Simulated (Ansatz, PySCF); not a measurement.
BFH, SMILES [BH]F (connectivity only; charge and spin as stated), charge +1, multiplicity 1. Atoms are numbered in the order given.

```xyz
3

B      0.0000     0.0000    -0.6429
F      0.0000     0.0000     0.5693
H      0.0000     0.0000    -1.8235
```
Charge +1, spin multiplicity 1.

Coordinates come from a PBE0-D3(BJ)/def2-TZVPD optimisation. The multiplicity is an assumed one; other spin states were not compared. The isomer is the one that the SMILES or the coordinates give; other isomers of the formula were not compared.

Two levels are set side by side: PBE-D3(BJ)/def2-TZVPD (Ansatz, a first-principles code) and PBE0-D3(BJ)/def2-TZVPD (Ansatz). Each level has its own optimised geometry; the coordinates shown are those of the second. Frequencies come from the Hessian of PySCF at each geometry. Differences are taken from unrounded values.

```csv
quantity,PBE0-D3(BJ),PBE-D3(BJ),PBE-D3(BJ) minus PBE0-D3(BJ)
mean bond length (Å),1.196,1.205,0.009
bond B1–F2 (Å),1.212,1.223,0.011
bond B1–H3 (Å),1.181,1.187,0.007
highest harmonic wavenumber (cm⁻¹),2841,2777,-64
mean harmonic wavenumber (cm⁻¹),1492,1450,-42
zero-point energy (kcal/mol),8.53,8.29,-0.24
```

GGA bonds tend to be longer and softer than those of functionals with exact exchange. Differences between two approximate levels are no errors against the true value.
